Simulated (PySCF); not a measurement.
Constitutional and geometric isomers with formula H6B2N2. Gas-phase values, no solvent. One relaxed conformer stands for each flexible species; it need not be the lowest. Strings in code marks are SMILES.

The HOMO from two functionals at the same geometries (r2SCAN-D4/def2-TZVP), both in PySCF: PBE-D3(BJ)/def2-TZVP and r2SCAN-D4/def2-TZVP. 

```tsv
species	PBE-D3(BJ)/def2-TZVP (eV)
`NB(B)N`	-5.61
`BNBN` (B–N–B–N torsion 180°)	-6.61
`B(N)BN` (N–B–B–N torsion 73°)	-6.02
```

What does r2SCAN-D4/def2-TZVP give for each?


- `NB(B)N`: -5.86
- `BNBN` (B–N–B–N torsion 180°): -6.84
- `B(N)BN` (N–B–B–N torsion 73°): -6.29
Over these rows, drawn at random from the members with no instability flagged (it was tested for open shells, ions and some series alone), PBE minus r2SCAN-D4: mean +0.25 eV, from +0.23 eV to +0.27 eV.
